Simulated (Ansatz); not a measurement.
SeS₄⁺: single points at one geometry.

```yaml
crystal:
  periodic: [false, false, false]
  atoms:
    - {symbol: S, position_ang: [1.101124, 0.310606, 0.263704]}
    - {symbol: S, position_ang: [-0.075495, -1.682884, -0.603800]}
    - {symbol: S, position_ang: [-1.042975, 1.434597, -0.236725]}
    - {symbol: S, position_ang: [1.514101, 0.222668, 2.102018]}
    - {symbol: Se, position_ang: [-1.496755, -0.284987, -1.525207]}
basis:
  gaussian: {orbitals: def2-TZVP, initial_orbitals: start.molden}
total_charge: 1
magnetization: {spin_polarized: true, initial_magnetization: 1}
hamiltonian: {xc: {name: BHLYP}, dispersion: d4}
scf: {omitted_lower_state_checks: [starts]}
output: {orbitals: {seedname: orbitals}}
```

The file start.molden holds the orbitals of an earlier run on this structure, at another level or in another basis.

```sh
$ ansatz run in.yaml --threads 4 --pin off --events-out ev --progress --plain --max-ram 4787MiB
```

It prints (some lines left out):

```
Functional definition: BHLYP
1213 factors; integrals over basis functions are off by at most 8.5e-4 eV
mean field evaluation 1: about -108681.6466 eV, gradient 1.0e1 eV
mean field evaluation 2: about -108681.7766 eV, gradient 2.4e-1 eV
mean field evaluation 4: about -108682.3603 eV, gradient 1.5e0 eV
mean field evaluation 8: about -108682.3881 eV, gradient 1.5e-2 eV
mean field evaluation 16: about -108682.3881 eV, gradient 1.2e-5 eV
mean field -108682.38810748 eV, -3994.0040953813 hartree, gradient 1.3e-5 eV, S^2 1.106836; 0 other end points of the search recorded, 0 dependent functions left out
reference -108682.38828092 eV, -3994.0041017552 hartree; 49, 48 occupied and 147, 148 virtual orbitals, 1213 factors
Total energy: -108682.85522079 eV, -3994.0212614787 hartree
Checks for a lower state left out: starts
```

Hardware: 4 threads of Arm Neoverse V1 on a shared host. Wall time 13 s, peak host memory 0.75 GiB.

The first input with `gaussian: {orbitals: def2-SVP, initial_orbitals: start.molden}`, `hamiltonian: {xc: pbe0, dispersion: d4}` (abridged; 4.2 s):

```
Functional definition: PBE0
mean field -108637.55449905 eV, -3992.3564906607 hartree, gradient 4.8e-6 eV, S^2 0.764561
Total energy: -108637.81931185 eV, -3992.3662223518 hartree
Checks for a lower state left out: starts
```

As the first input, with `hamiltonian: {xc: {name: PBE-QIDH}}` and without the key `output` (abridged; 13 s):

```
Functional definition: PBE-QIDH
mean field -108632.40734970 eV, -3992.1673364111 hartree, gradient 2.7e-6 eV, S^2 1.585986
29 core orbitals not correlated: weight in the atoms' cores, before any rotation towards them, 1.000 or more for the frozen orbitals, at most 0.000 for the correlated occupied ones
second order -29.30565066 eV of doubles, -0.00000000 eV of singles
Total energy: -108642.17591134 eV, -3992.5263244301 hartree
Checks for a lower state left out: starts
```

First input, but with `gaussian: {orbitals: def2-SVP, initial_orbitals: start.molden}`, `correlation: {method: ccsd_t}`, `scf: {omitted_lower_state_checks: [starts, cluster_reference]}` and without the key `hamiltonian` (abridged; 18 s):

```
Functional definition: HF
mean field -108540.78412330 eV, -3988.8002449454 hartree, gradient 6.3e-6 eV, S^2 2.067643
29 core orbitals not correlated: weight in the atoms' cores, before any rotation towards them, 1.000 or more for the frozen orbitals, at most 0.000 for the correlated occupied ones
second order -19.50326114 eV of doubles, -0.00000000 eV of singles
cycle   1  -19.84531332 eV  change   -3.4e-1 eV  update   1.7e-1
cycle   2  -20.63981470 eV  change   -7.9e-1 eV  update   6.6e-2
cycle   3  -20.90301427 eV  change   -2.6e-1 eV  update   6.0e-2
cycle   4  -20.96777573 eV  change   -6.5e-2 eV  update   3.9e-2
cycle   5  -21.02860107 eV  change   -6.1e-2 eV  update   2.5e-2
cycle   6  -21.07243437 eV  change   -4.4e-2 eV  update   1.3e-2
cycle   7  -21.08405499 eV  change   -1.2e-2 eV  update   7.4e-3
cycle   8  -21.09983713 eV  change   -1.6e-2 eV  update   4.1e-3
cycle   9  -21.10130479 eV  change   -1.5e-3 eV  update   1.9e-3
cycle  10  -21.09976624 eV  change    1.5e-3 eV  update   1.1e-3
cycle  11  -21.10114614 eV  change   -1.4e-3 eV  update   7.1e-4
cycle  12  -21.10127035 eV  change   -1.2e-4 eV  update   4.2e-4
cycle  13  -21.10126812 eV  change    2.2e-6 eV  update   2.4e-4
cycle  14  -21.10123252 eV  change    3.6e-5 eV  update   1.1e-4
cycle  15  -21.10109161 eV  change    1.4e-4 eV  update   6.4e-5
cycle  16  -21.10115729 eV  change   -6.6e-5 eV  update   3.5e-5
cycle  17  -21.10121524 eV  change   -5.8e-5 eV  update   1.9e-5
cycle  18  -21.10121966 eV  change   -4.4e-6 eV  update   1.1e-5
perturbative correction -1.16891878 eV, -0.0429569727 hartree
Total energy: -108563.05426174 eV, -3989.6186574376 hartree
Checks for a lower state left out: starts, cluster_reference
```

As the first input, with `hamiltonian: {xc: pbe0, dispersion: d4}` (abridged; 18 s):

```
Functional definition: PBE0
mean field -108661.11963992 eV, -3993.2224936150 hartree, gradient 5.2e-6 eV, S^2 0.761199
Total energy: -108661.38446253 eV, -3993.2322256664 hartree
Checks for a lower state left out: starts
```

First input, but with `gaussian: {orbitals: STO-3G}`, `hamiltonian: {xc: hf}` (abridged; 0.75 s):

```
Functional definition: HF
mean field evaluation 16: about -107376.4682 eV, gradient 3.1e-5 eV
mean field -107376.46820345 eV, -3946.0124240926 hartree, gradient 4.6e-6 eV, S^2 1.896730
Total energy: -107376.46820345 eV, -3946.0124240926 hartree
Checks for a lower state left out: starts
```

The first input with `hamiltonian: {xc: pbe, dispersion: d4}`, `output: {forces: true, orbitals: {seedname: orbitals}}` (abridged; 4 s):

```
Functional definition: PBE
mean field -108656.80144744 eV, -3993.0638029680 hartree, gradient 1.7e-5 eV, S^2 0.754039
Total energy: -108657.10965521 eV, -3993.0751293948 hartree
Atom 0 force    -0.597488    -0.214672     0.255269 eV/Å
Atom 1 force     0.067447     0.597061     0.061619 eV/Å
Atom 2 force     0.393960    -0.454049    -0.062370 eV/Å
Atom 3 force    -0.143868     0.023056    -0.579028 eV/Å
Atom 4 force     0.279948     0.048603     0.324509 eV/Å
Dipole moment:     0.214352     0.042929     0.200572 e Å
Checks for a lower state left out: starts
```

Geometry: PBE-D4/def2-SVP.

Correlated methods freeze 29 core orbitals; core or outer-core shells of Se are correlated, in sets that lack core-valence functions. At BHLYP-D4/def2-TZVP, PBE-QIDH/def2-TZVP, CCSD(T)/def2-SVP, HF/STO-3G the charge 1 doublet is spin-contaminated (final ⟨S²⟩ up to 2.07, 0.75 for a pure state). At CCSD(T)/def2-SVP T1 of the charge 1 doublet is large (up to 0.053), so the single-reference result is doubtful. Another isomer (doublet) lies 1.33 eV lower at PBE0-D4/def2-TZVP; other spin states weren't run for this one.
